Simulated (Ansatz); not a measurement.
B2H6OSi, SMILES `BO[SiH2]B`, relaxed with RKS PBE-D4/def2-SVP in Ansatz 0.2.0 from a rough embedded geometry. The force threshold is 0.03 eV/Å; the program also tests the step.

Total charge 0; spin multiplicity 1.

Start:

```xyz
10

B    -1.251    0.546    1.561
O    -0.347   -0.406    1.091
Si    0.094    0.167   -0.463
B     1.476   -1.066   -1.247
H    -2.457    0.448    1.381
H    -0.916    1.508    2.255
H    -1.015    0.245   -1.354
H     0.803    1.504   -0.358
H     1.178   -1.637   -2.208
H     2.435   -1.309   -0.657
```

```json
{"step": "1", "energy (eV)": "-11360.3654", "largest force (eV/Å)": "1.940", "largest move (Å)": "0.000"}
{"step": "2", "energy (eV)": "-11360.5944", "largest force (eV/Å)": "1.327", "largest move (Å)": "0.193"}
{"step": "3", "energy (eV)": "-11360.7603", "largest force (eV/Å)": "0.695", "largest move (Å)": "0.126"}
{"step": "4", "energy (eV)": "-11360.8921", "largest force (eV/Å)": "0.489", "largest move (Å)": "0.200"}
{"step": "5", "energy (eV)": "-11361.0129", "largest force (eV/Å)": "0.548", "largest move (Å)": "0.195"}
{"step": "6", "energy (eV)": "-11361.1122", "largest force (eV/Å)": "0.478", "largest move (Å)": "0.193"}
{"step": "7", "energy (eV)": "-11361.2174", "largest force (eV/Å)": "0.345", "largest move (Å)": "0.200"}
{"step": "8", "energy (eV)": "-11361.2763", "largest force (eV/Å)": "0.398", "largest move (Å)": "0.200"}
{"step": "9 (rejected)", "energy (eV)": "-11361.2692", "largest force (eV/Å)": "0.396", "largest move (Å)": "0.143"}
{"step": "10", "energy (eV)": "-11361.2766", "largest force (eV/Å)": "0.659", "largest move (Å)": "0.069"}
{"step": "11", "energy (eV)": "-11361.2914", "largest force (eV/Å)": "0.165", "largest move (Å)": "0.100"}
{"step": "12", "energy (eV)": "-11361.2950", "largest force (eV/Å)": "0.114", "largest move (Å)": "0.102"}
{"step": "13", "energy (eV)": "-11361.2954", "largest force (eV/Å)": "0.009", "largest move (Å)": "0.011"}
```

End:

```xyz
10

B    -1.183    0.572    1.750
O    -0.081    0.631    0.965
Si    0.133    0.354   -0.710
B     1.394   -1.157   -1.094
H    -2.274    0.287    1.268
H    -1.045    0.810    2.939
H    -1.216    0.111   -1.349
H     0.699    1.632   -1.278
H     1.620   -1.433   -2.258
H     1.954   -1.806   -0.233
```

Hardware: 2 threads of an Arm Neoverse V2 on a shared host. Wall time 19 s, peak host memory 0.14 GiB.
